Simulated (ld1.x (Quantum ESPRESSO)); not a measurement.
# LDA (PZ) ultrasoft dataset for Zr, scalar-relativistic all-electron reference.

The input file (ld1.x (Quantum ESPRESSO) 7.5):

```
&input
   title='Zr', zed=40., rel=1, dft='PZ', iswitch=3,
   config='[Kr] 4d3 5s1 5p0',
   nld=3, rlderiv=3.75, eminld=-4.0, emaxld=5.0, deld=0.02
 /
 &inputp
   pseudotype=3, tm=.true., lloc=-1, rcloc=3.25,
   nlcc=.false.,
   file_pseudopw='Zr.UPF', file_wfcaegen='ae.wfc', file_wfcncgen='nc.wfc', file_beta='beta', file_chi='chi', file_wfcusgen='us.wfc'
 /
6
5S  1  0   1.00   0.00  2.25  2.65  0.0
5S  1  0   0.00   0.95  2.25  2.65  0.0
4P  2  1   6.00   0.00  2.15  2.55  0.0
5P  3  1   0.00   0.00  2.15  2.55  0.0
4D  3  2   3.00   0.00  2.70  3.45  0.0
4D  3  2   0.00   2.30  2.70  3.45  0.0
 &test
   configts(1)='4p6 4d3 5s1 5p0'
 /
```

Command:

```bash
ld1.x < Zr.in > Zr.out
```

Resulting log (shortened: banner, matrices, multipoles, cross overlaps and the repeated all-electron block are left out):

```
[... start of the log left out ...]

     ------------------- End of pseudopotential generation -------------------

     Computing logarithmic derivative in   3.73366

       Warning: n=2, l=1 expected 0 nodes, found 1
       Setting wfc to zero for this iteration
       (This warning will only be printed once per wavefunction)

       Zero norm: self consistency problem; state:  1 (l=  1, j=0.0)
       Zero norm: self consistency problem; state:  2 (l=  2, j=0.0)
       Zero norm: self consistency problem; state:  3 (l=  0, j=0.0)
       Zero norm: self consistency problem; state:  3 (l=  0, j=0.0)
       Zero norm: self consistency problem; state:  3 (l=  0, j=0.0)
       Zero norm: self consistency problem; state:  2 (l=  2, j=0.0)
       Zero norm: self consistency problem; state:  3 (l=  0, j=0.0)
       Zero norm: self consistency problem; state:  2 (l=  2, j=0.0)
       Zero norm: self consistency problem; state:  3 (l=  0, j=0.0)
       Zero norm: self consistency problem; state:  1 (l=  1, j=0.0)
       Zero norm: self consistency problem; state:  3 (l=  0, j=0.0)
       Zero norm: self consistency problem; state:  1 (l=  1, j=0.0)
       Zero norm: self consistency problem; state:  3 (l=  0, j=0.0)
       Zero norm: self consistency problem; state:  2 (l=  2, j=0.0)
       Zero norm: self consistency problem; state:  3 (l=  0, j=0.0)
       Zero norm: self consistency problem; state:  2 (l=  2, j=0.0)
       Zero norm: self consistency problem; state:  3 (l=  0, j=0.0)
       Zero norm: self consistency problem; state:  2 (l=  2, j=0.0)
       Zero norm: self consistency problem; state:  3 (l=  0, j=0.0)
       Zero norm: self consistency problem; state:  2 (l=  2, j=0.0)

 %%%%%%%%%%%%%%%%%%%%%%%%%%%%%%%%%%%%%%%%%%%%%%%%%%%%%%%%%%%%%%%%%%%%%%%%%%%%%%
     Error in routine chargeps (1):
     negative rho
 %%%%%%%%%%%%%%%%%%%%%%%%%%%%%%%%%%%%%%%%%%%%%%%%%%%%%%%%%%%%%%%%%%%%%%%%%%%%%%

     stopping ...
```

The run stopped because the pseudo-density turned negative during the self-consistent test, most likely because a state had been found with a wrong node count and its wave set to zero before.

The run took about 0.7 s on one core of a shared server CPU.
